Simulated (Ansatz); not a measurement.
Relaxation of CH$_{6}$ClGa (9 atoms, charge 0, multiplicity 1), to a largest force component of 0.03 eV/Å in at most 50 steps.

Method: RKS PBE0-D4/def2-mTZVP in Ansatz.

```xyz
9
Properties=species:S:1:pos:R:3
Ga -0.056 -0.452 -0.476
C -0.037 -0.192 2.691
H -0.934 -0.090 3.300
H 0.836 -0.322 3.329
H 0.093 0.718 2.100
H 1.421 0.018 -0.636
H -1.400 0.314 -0.658
Cl -0.286 -2.610 -0.022
H -0.142 -1.085 2.055
```

**Question.** Where does it end, and by what steps?

**Answer.** It converged. After 6 steps the energy has fallen by 0.068 eV; Cl8 moved furthest, 0.41 Å.

```tsv
step	energy less start (eV)	largest force component (eV/Å)	accepted
0	0.0000	0.611	yes
1	-0.0478	0.290	yes
2	-0.0576	0.101	yes
3	-0.0621	0.098	yes
4	-0.0630	0.172	yes
5	-0.0676	0.035	yes
6	-0.0678	0.009	yes
```

```xyz
9
Properties=species:S:1:pos:R:3
Ga -0.063 -0.521 -0.442
C -0.033 -0.155 2.703
H -0.926 0.038 3.296
H 0.844 -0.193 3.347
H 0.095 0.663 1.989
H 1.411 -0.016 -0.495
H -1.399 0.279 -0.491
Cl -0.289 -2.675 -0.430
H -0.144 -1.122 2.207
```

Whether the end is a true minimum wasn't checked by a vibrational analysis.

Run time: 13 s on 2 threads of Intel(R) Xeon(R) Platinum 8488C (Sapphire Rapids), with other jobs on the host, peak memory 0.21 GiB.
